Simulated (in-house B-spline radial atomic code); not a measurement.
**Ionising Ga⁴⁺ with different functionals**

Computed with a radial B-spline atomic code at the basis-set limit: scalar-relativistic (spin-free X2C) Hamiltonian, Fermi nucleus of rms radius 3.9973 fm, spin-polarised at highest spin, spherical fractional occupations for the functionals, and exact exchange of hybrids averaged over the configuration. The ionisation energy is the difference of two self-consistent energies, [Ar] 3d9 → [Ar] 3d8, without Breit or QED terms; ε is the level of the shell that loses the electron (its least bound occupied spin orbital). There is no spin-orbit coupling in this Hamiltonian.

```csv
method,rung,ΔSCF (eV),-ε(3d) (eV)
PBE0,global hybrid,86.99,78.70
B3LYP,global hybrid,87.20,78.13
TPSSh,global hybrid,87.02,76.37
BHandHLYP,global hybrid,86.65,82.34
r2SCAN0,global hybrid,87.10,78.91
B97-1,global hybrid,87.03,78.10
HSE06,range-separated hybrid,86.95,78.25
wB97X,range-separated hybrid,86.74,80.73
CAM-B3LYP,range-separated hybrid,87.16,80.15
LC-wPBE,range-separated hybrid,87.23,80.70
```

Problem. Among the functionals, which spreads more, the ΔSCF values or the orbital energies?

Solution. The orbital energies: ΔSCF values span about 0.58 eV and the orbital energies 5.97 eV; here energy differences depend much less on the functional than eigenvalues do.

Problem. How do they compare with the NIST value?

Solution. NIST lists 86.0 eV ± 0.12 (semi-empirical, ground level to ground level). Errors run from +0.64 to +1.22 eV. The correlated functionals all miss on the same side by more than they spread, so the cause is common to them (spin-orbit coupling, Breit-QED terms, multiplet and fine-structure energies, or a listed next ion that isn't the cheapest removal here) and closeness doesn't rank the functionals.
